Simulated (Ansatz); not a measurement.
## Nudged elastic band run: AlH7OSSi2

Input file:

```yaml
crystal:
  periodic: [false, false, false]
  atoms:
    - { symbol: Al, position_ang: [-1.247375, 2.089999, 1.298855] }
    - { symbol: Si, position_ang: [-0.029797, 0.003333, 0.918016] }
    - { symbol: S, position_ang: [2.060537, 0.596984, 1.185803] }
    - { symbol: O, position_ang: [-0.319487, -0.645203, -0.592405] }
    - { symbol: Si, position_ang: [0.123186, -1.801112, -1.708628] }
    - { symbol: H, position_ang: [-2.113825, 2.343238, 2.605328] }
    - { symbol: H, position_ang: [-1.021121, 3.264475, 0.2516] }
    - { symbol: H, position_ang: [-0.142112, -1.072416, 1.950482] }
    - { symbol: H, position_ang: [2.032735, 1.604684, 0.280622] }
    - { symbol: H, position_ang: [-1.020977, -2.001623, -2.639371] }
    - { symbol: H, position_ang: [1.311726, -1.344704, -2.483914] }
    - { symbol: H, position_ang: [0.443511, -3.092755, -1.032387] }
basis:
  gaussian: { orbitals: def2-SVP }
hamiltonian:
  xc: b3lyp
neb:
  order_check: false
  images: 7
  f_tol: 0.05
  max_iterations: 59
  final_atoms:
    - { symbol: Al, position_ang: [-1.31158974, 1.96508309, 1.42563033] }
    - { symbol: Si, position_ang: [0.12508374, 0.05477511, 0.9085332] }
    - { symbol: S, position_ang: [2.11167006, 0.96336825, 0.76383609] }
    - { symbol: O, position_ang: [-0.32220558, -0.72496186, -0.49785174] }
    - { symbol: Si, position_ang: [0.10391957, -1.87128815, -1.63138506] }
    - { symbol: H, position_ang: [-1.98250119, 2.16579615, 2.85085711] }
    - { symbol: H, position_ang: [-1.43740049, 3.09861989, 0.31816721] }
    - { symbol: H, position_ang: [0.36476147, -0.9567048, 1.98344129] }
    - { symbol: H, position_ang: [1.7675171, 1.89722054, -0.15540685] }
    - { symbol: H, position_ang: [1.03086876, -1.28313194, -2.63941612] }
    - { symbol: H, position_ang: [0.76529249, -3.03908648, -0.97839705] }
    - { symbol: H, position_ang: [-1.13841518, -2.32478979, -2.31400741] }
  initial_path:
    images:
      - { positions_ang: [[-1.247375, 2.089999, 1.298855], [-0.029797, 0.003333, 0.918016], [2.060537, 0.596984, 1.185803], [-0.319487, -0.645203, -0.592405], [0.123186, -1.801112, -1.708628], [-2.113825, 2.343238, 2.605328], [-1.021121, 3.264475, 0.2516], [-0.142112, -1.072416, 1.950482], [2.032735, 1.604684, 0.280622], [-1.020977, -2.001623, -2.639371], [1.311726, -1.344704, -2.483914], [0.443511, -3.092755, -1.032387]] }
      - { positions_ang: [[-1.2688113, 2.0090841, 1.33265009], [-0.02480269, 0.02715723, 0.82793266], [2.04428201, 0.64508012, 1.02903057], [-0.34766036, -0.54089663, -0.71034933], [0.12873026, -1.79952378, -1.64723719], [-1.90162033, 2.29041292, 2.6999944], [-1.15693556, 3.2251767, 0.31750054], [-0.1342902, -1.06803943, 1.81896735], [1.95912889, 1.6685075, 0.14118516], [-0.50656955, -1.93045625, -2.62382005], [1.19550799, -1.58612793, -1.93392504], [0.09004184, -2.99547457, -1.21792814]] }
      - { positions_ang: [[-1.2902476, 1.92816921, 1.36644519], [-0.01980838, 0.05098145, 0.73784932], [2.02802702, 0.69317624, 0.87225814], [-0.37583371, -0.43659025, -0.82829367], [0.13427452, -1.79793555, -1.58584638], [-1.68941565, 2.23758784, 2.7946608], [-1.29275012, 3.1858784, 0.38340107], [-0.12646841, -1.06366287, 1.6874527], [1.88552278, 1.73233101, 0.00174832], [0.0078379, -1.85928949, -2.60826911], [1.07928997, -1.82755185, -1.38393608], [-0.26342732, -2.89819413, -1.40346929]] }
      - { positions_ang: [[-1.3116839, 1.84725431, 1.40024028], [-0.01481406, 0.07480568, 0.64776597], [2.01177203, 0.74127236, 0.7154857], [-0.40400707, -0.33228388, -0.946238], [0.13981877, -1.79634733, -1.52445557], [-1.47721098, 2.18476276, 2.88932719], [-1.42856468, 3.1465801, 0.44930161], [-0.11864661, -1.0592863, 1.55593806], [1.81191667, 1.79615451, -0.13768852], [0.52224534, -1.78812274, -2.59271816], [0.96307196, -2.06897578, -0.83394713], [-0.61689649, -2.8009137, -1.58901043]] }
      - { positions_ang: [[-1.3331202, 1.76633942, 1.43403538], [-0.00981975, 0.09862991, 0.55768263], [1.99551705, 0.78936848, 0.55871327], [-0.43218042, -0.22797751, -1.06418233], [0.14536303, -1.79475911, -1.46306476], [-1.26500631, 2.13193769, 2.98399359], [-1.56437923, 3.1072818, 0.51520214], [-0.11082481, -1.05490974, 1.42442341], [1.73831056, 1.85997802, -0.27712536], [1.03665279, -1.71695598, -2.57716722], [0.84685395, -2.31039971, -0.28395817], [-0.97036565, -2.70363327, -1.77455158]] }
      - { positions_ang: [[-1.32773758, 1.81602534, 1.43193411], [0.02390612, 0.08766621, 0.64539528], [2.0245553, 0.83286843, 0.60999398], [-0.40468671, -0.35222359, -0.92259969], [0.13500217, -1.81389137, -1.50514484], [-1.44438003, 2.1404023, 2.95070947], [-1.53263455, 3.10511632, 0.46594341], [0.00807176, -1.03035851, 1.56417788], [1.7456122, 1.86928865, -0.24669573], [1.03520678, -1.60849997, -2.59272944], [0.82646358, -2.4925714, -0.45756789], [-1.01237803, -2.6089224, -1.90941554]] }
      - { positions_ang: [[-1.32235497, 1.86571126, 1.42983285], [0.05763199, 0.07670251, 0.73310792], [2.05359355, 0.87636837, 0.66127468], [-0.377193, -0.47646968, -0.78101704], [0.1246413, -1.83302363, -1.54722491], [-1.62375375, 2.14886692, 2.91742535], [-1.50088986, 3.10295084, 0.41668468], [0.12696833, -1.00580727, 1.70393235], [1.75291383, 1.87859928, -0.21626611], [1.03376077, -1.50004396, -2.60829167], [0.80607322, -2.6747431, -0.63117761], [-1.05439042, -2.51421153, -2.04427949]] }
      - { positions_ang: [[-1.31697235, 1.91539717, 1.42773159], [0.09135786, 0.06573881, 0.82082056], [2.0826318, 0.91986831, 0.71255538], [-0.34969929, -0.60071577, -0.63943439], [0.11428043, -1.85215589, -1.58930498], [-1.80312747, 2.15733153, 2.88414123], [-1.46914517, 3.10078537, 0.36742594], [0.2458649, -0.98125604, 1.84368682], [1.76021546, 1.88790991, -0.18583648], [1.03231477, -1.39158795, -2.6238539], [0.78568285, -2.85691479, -0.80478733], [-1.0964028, -2.41950066, -2.17914345]] }
      - { positions_ang: [[-1.31158974, 1.96508309, 1.42563033], [0.12508374, 0.05477511, 0.9085332], [2.11167006, 0.96336825, 0.76383609], [-0.32220558, -0.72496186, -0.49785174], [0.10391957, -1.87128815, -1.63138506], [-1.98250119, 2.16579615, 2.85085711], [-1.43740049, 3.09861989, 0.31816721], [0.36476147, -0.9567048, 1.98344129], [1.7675171, 1.89722054, -0.15540685], [1.03086876, -1.28313194, -2.63941612], [0.76529249, -3.03908648, -0.97839705], [-1.13841518, -2.32478979, -2.31400741]] }
```

Command:

```bash
$ ansatz run input.yaml --threads 2 --pin off --max-ram 3072MiB --backend cpu --events-out ev --progress --plain --runs-dir out
```

Output, in part (warnings, iteration lines, the closing report on the highest movable image, with atoms numbered from 0):

```
NEB end point (image 0): max|allowed force component| = 5.388e-3 eV/Å (the criterion of neb.relax_end_points is 1.000e-2)
NEB end point (image 8): max|allowed force component| = 1.067e-2 eV/Å (the criterion of neb.relax_end_points is 1.000e-2)
NEB iter   1: max|band force component| = 3.286e1 eV/Å  barrier→ = 11.9549 eV  barrier← = 11.9549 eV  Δτ_max = 0.2000 Å  (218 SCF iters)
NEB iter   2: max|band force component| = 1.073e1 eV/Å  barrier→ = 2.9827 eV  barrier← = 2.9827 eV  Δτ_max = 0.1953 Å  (189 SCF iters)
NEB iter   3: max|band force component| = 5.438e0 eV/Å  barrier→ = 0.9846 eV  barrier← = 0.9846 eV  Δτ_max = 0.2000 Å  (185 SCF iters)
NEB iter   4: max|band force component| = 1.844e0 eV/Å  barrier→ = 0.2323 eV  barrier← = 0.2324 eV  Δτ_max = 0.1993 Å  (180 SCF iters)
NEB iter   5: max|band force component| = 5.934e-1 eV/Å  barrier→ = 0.2000 eV  barrier← = 0.2001 eV  Δτ_max = 0.2000 Å  (181 SCF iters)
NEB iter   6: max|band force component| = 4.876e-1 eV/Å  barrier→ = 0.1334 eV  barrier← = 0.1334 eV  CI = image 4  Δτ_max = 0.2000 Å  (175 SCF iters)
NEB iter   7: max|band force component| = 3.611e-1 eV/Å  barrier→ = 0.0996 eV  barrier← = 0.0997 eV  CI = image 4  Δτ_max = 0.1999 Å  (173 SCF iters)
NEB iter   8: max|band force component| = 2.468e-1 eV/Å  barrier→ = 0.0736 eV  barrier← = 0.0736 eV  CI = image 4  Δτ_max = 0.1001 Å  (177 SCF iters)
NEB iter   9: max|band force component| = 2.287e-1 eV/Å  barrier→ = 0.0710 eV  barrier← = 0.0711 eV  CI = image 4  Δτ_max = 0.1006 Å  (169 SCF iters)
NEB iter  10: max|band force component| = 2.762e-1 eV/Å  barrier→ = 0.0741 eV  barrier← = 0.0742 eV  CI = image 4  Δτ_max = 0.0502 Å  (166 SCF iters)
NEB iter  11: max|band force component| = 2.316e-1 eV/Å  barrier→ = 0.0739 eV  barrier← = 0.0739 eV  CI = image 4  Δτ_max = 0.0501 Å  (167 SCF iters)
NEB iter  12: max|band force component| = 2.112e-1 eV/Å  barrier→ = 0.0718 eV  barrier← = 0.0718 eV  CI = image 4  Δτ_max = 0.0500 Å  (168 SCF iters)
NEB iter  13: max|band force component| = 2.080e-1 eV/Å  barrier→ = 0.0636 eV  barrier← = 0.0636 eV  CI = image 4  Δτ_max = 0.0501 Å  (166 SCF iters)
NEB iter  14: max|band force component| = 1.951e-1 eV/Å  barrier→ = 0.0524 eV  barrier← = 0.0525 eV  CI = image 4  Δτ_max = 0.1001 Å  (167 SCF iters)
NEB iter  15: max|band force component| = 1.808e-1 eV/Å  barrier→ = 0.0405 eV  barrier← = 0.0405 eV  CI = image 4  Δτ_max = 0.1000 Å  (168 SCF iters)
NEB iter  16: max|band force component| = 1.317e-1 eV/Å  barrier→ = 0.0277 eV  barrier← = 0.0278 eV  CI = image 4  Δτ_max = 0.0900 Å  (169 SCF iters)
NEB iter  17: max|band force component| = 1.424e-1 eV/Å  barrier→ = 0.0196 eV  barrier← = 0.0197 eV  CI = image 4  Δτ_max = 0.0450 Å  (164 SCF iters)
NEB iter  18: max|band force component| = 1.067e-1 eV/Å  barrier→ = 0.0171 eV  barrier← = 0.0172 eV  CI = image 4  Δτ_max = 0.0450 Å  (162 SCF iters)
NEB iter  19: max|band force component| = 4.935e-1 eV/Å  barrier→ = 0.0172 eV  barrier← = 0.0172 eV  CI = image 5  Δτ_max = 0.0226 Å  (166 SCF iters)
NEB iter  20: max|band force component| = 7.050e-2 eV/Å  barrier→ = 0.0169 eV  barrier← = 0.0169 eV  CI = image 4  Δτ_max = 0.0451 Å  (167 SCF iters)
NEB iter  21: max|band force component| = 7.921e-2 eV/Å  barrier→ = 0.0170 eV  barrier← = 0.0170 eV  CI = image 4  Δτ_max = 0.0451 Å  (168 SCF iters)
NEB iter  22: max|band force component| = 7.307e-2 eV/Å  barrier→ = 0.0162 eV  barrier← = 0.0163 eV  CI = image 4  Δτ_max = 0.0225 Å  (165 SCF iters)
NEB iter  23: max|band force component| = 6.510e-2 eV/Å  barrier→ = 0.0150 eV  barrier← = 0.0150 eV  CI = image 4  Δτ_max = 0.0225 Å  (165 SCF iters)
NEB iter  24: max|band force component| = 5.290e-2 eV/Å  barrier→ = 0.0138 eV  barrier← = 0.0138 eV  CI = image 4  Δτ_max = 0.0225 Å  (165 SCF iters)
NEB iter  25: max|band force component| = 4.459e-2 eV/Å  barrier→ = 0.0126 eV  barrier← = 0.0127 eV  CI = image 4  Δτ_max = 0.0225 Å  (161 SCF iters)
NEB iter  26: max|band force component| = 6.432e-1 eV/Å  barrier→ = 0.0126 eV  barrier← = 0.0126 eV  CI = image 5  Δτ_max = 0.0315 Å  (23 SCF iters)
NEB iter  27: max|band force component| = 1.010e-1 eV/Å  barrier→ = 0.0172 eV  barrier← = 0.0172 eV  CI = image 4  Δτ_max = 0.0372 Å  (157 SCF iters)
NEB iter  28: max|band force component| = 5.517e-1 eV/Å  barrier→ = 0.0127 eV  barrier← = 0.0127 eV  CI = image 5  Δτ_max = 0.0897 Å  (166 SCF iters)
NEB iter  29: max|band force component| = 3.073e-1 eV/Å  barrier→ = 0.0188 eV  barrier← = 0.0189 eV  CI = image 4  Δτ_max = 0.1801 Å  (165 SCF iters)
NEB iter  30: max|band force component| = 9.005e-1 eV/Å  barrier→ = 0.0574 eV  barrier← = 0.0574 eV  CI = image 7  Δτ_max = 0.0900 Å  (174 SCF iters)
NEB iter  31: max|band force component| = 1.073e0 eV/Å  barrier→ = 0.0392 eV  barrier← = 0.0392 eV  CI = image 7  Δτ_max = 0.1812 Å  (162 SCF iters)
NEB iter  32: max|band force component| = 7.988e-1 eV/Å  barrier→ = 0.1274 eV  barrier← = 0.1274 eV  CI = image 4  Δτ_max = 0.1804 Å  (176 SCF iters)
NEB iter  33: max|band force component| = 3.726e-1 eV/Å  barrier→ = 0.0425 eV  barrier← = 0.0425 eV  CI = image 4  Δτ_max = 0.1485 Å  (173 SCF iters)
NEB iter  34: max|band force component| = 1.562e-1 eV/Å  barrier→ = 0.0250 eV  barrier← = 0.0250 eV  CI = image 4  Δτ_max = 0.0676 Å  (162 SCF iters)
NEB iter  35: max|band force component| = 2.729e-1 eV/Å  barrier→ = 0.0177 eV  barrier← = 0.0177 eV  CI = image 5  Δτ_max = 0.0882 Å  (168 SCF iters)
NEB iter  36: max|band force component| = 1.848e-1 eV/Å  barrier→ = 0.0188 eV  barrier← = 0.0188 eV  CI = image 4  Δτ_max = 0.1797 Å  (166 SCF iters)
NEB iter  37: max|band force component| = 3.095e-1 eV/Å  barrier→ = 0.0388 eV  barrier← = 0.0388 eV  CI = image 6  Δτ_max = 0.0900 Å  (168 SCF iters)
NEB iter  38: max|band force component| = 1.687e-1 eV/Å  barrier→ = 0.0222 eV  barrier← = 0.0223 eV  CI = image 4  Δτ_max = 0.0911 Å  (169 SCF iters)
NEB iter  39: max|band force component| = 2.544e-1 eV/Å  barrier→ = 0.0203 eV  barrier← = 0.0203 eV  CI = image 5  Δτ_max = 0.0449 Å  (170 SCF iters)
NEB iter  40: max|band force component| = 9.663e-2 eV/Å  barrier→ = 0.0147 eV  barrier← = 0.0147 eV  CI = image 5  Δτ_max = 0.0899 Å  (165 SCF iters)
NEB iter  41: max|band force component| = 1.589e-1 eV/Å  barrier→ = 0.0138 eV  barrier← = 0.0139 eV  CI = image 4  Δτ_max = 0.0455 Å  (166 SCF iters)
NEB iter  42: max|band force component| = 6.962e-2 eV/Å  barrier→ = 0.0133 eV  barrier← = 0.0133 eV  CI = image 4  Δτ_max = 0.0450 Å  (159 SCF iters)
NEB iter  43: max|band force component| = 5.813e-2 eV/Å  barrier→ = 0.0131 eV  barrier← = 0.0131 eV  CI = image 4  Δτ_max = 0.0450 Å  (162 SCF iters)
NEB iter  44: max|band force component| = 9.589e-2 eV/Å  barrier→ = 0.0129 eV  barrier← = 0.0130 eV  CI = image 4  Δτ_max = 0.0226 Å  (163 SCF iters)
NEB iter  45: max|band force component| = 5.628e-2 eV/Å  barrier→ = 0.0128 eV  barrier← = 0.0129 eV  CI = image 4  Δτ_max = 0.0226 Å  (154 SCF iters)
NEB iter  46: max|band force component| = 2.425e-2 eV/Å  barrier→ = 0.0128 eV  barrier← = 0.0128 eV  CI = image 4  Δτ_max = 0.0000 Å  (332 SCF iters)
Total energy: -35340.97019683 eV, -1298.7566997637 hartree
Atom 0 at    -1.306909     2.050131     1.295613 Å, force     0.000993    -0.000333     0.000452 eV/Å
Atom 1 at     0.018663     0.035002     0.907302 Å, force    -0.003650    -0.000963    -0.002682 eV/Å
Atom 2 at     2.059997     0.810870     1.083777 Å, force    -0.000692     0.005611    -0.005669 eV/Å
Atom 3 at    -0.267000    -0.676293    -0.574488 Å, force     0.005326    -0.000759     0.004052 eV/Å
Atom 4 at     0.148386    -1.867792    -1.663184 Å, force    -0.001876    -0.002027    -0.002834 eV/Å
Atom 5 at    -2.085886     2.299761     2.656792 Å, force    -0.001308    -0.000893    -0.002011 eV/Å
Atom 6 at    -1.227708     3.197416     0.198119 Å, force     0.000996     0.001257     0.000641 eV/Å
Atom 7 at     0.029275    -1.010475     1.976399 Å, force     0.000832    -0.000130     0.000266 eV/Å
Atom 8 at     1.916326     1.779146     0.146566 Å, force     0.000260    -0.004615     0.005457 eV/Å
Atom 9 at    -0.006870    -1.325822    -3.041167 Å, force    -0.000457    -0.001229     0.003259 eV/Å
Atom 10 at     1.558610    -2.308709    -1.458224 Å, force    -0.003170     0.000158    -0.001354 eV/Å
Atom 11 at    -0.759882    -3.038335    -1.493505 Å, force     0.002747     0.003923     0.000424 eV/Å
Dipole moment:    -0.175470    -0.013472    -0.122971 e Å
```

The forces met the threshold. The band force fell under the threshold earlier too, but the program's further tests of the path sent the band on. A vibrational analysis at the climbing image gives one clearly imaginary mode, 43i cm⁻¹: a first-order saddle point.

Final band (atoms are numbered from 1 in the order of the input):

| image | path coordinate (Å) | energy (eV) | dihedral Si2–O4–Si5–H11 (°) |
| --- | --- | --- | --- |
| 0 | 0.00 | 0.000 | -82 |
| 1 | 0.59 | 0.002 | -71 |
| 2 | 1.19 | 0.006 | -58 |
| 3 | 1.78 | 0.011 | -41 |
| 4 | 2.38 | 0.013 | -24 |
| 5 | 2.93 | 0.011 | -5 |
| 6 | 3.48 | 0.008 | 4 |
| 7 | 4.03 | 0.002 | 25 |
| 8 | 4.58 | 0.000 | 38 |

Run time: 20 min on 2 threads of Arm Neoverse V1 (shared host), peak memory 0.38 GiB.
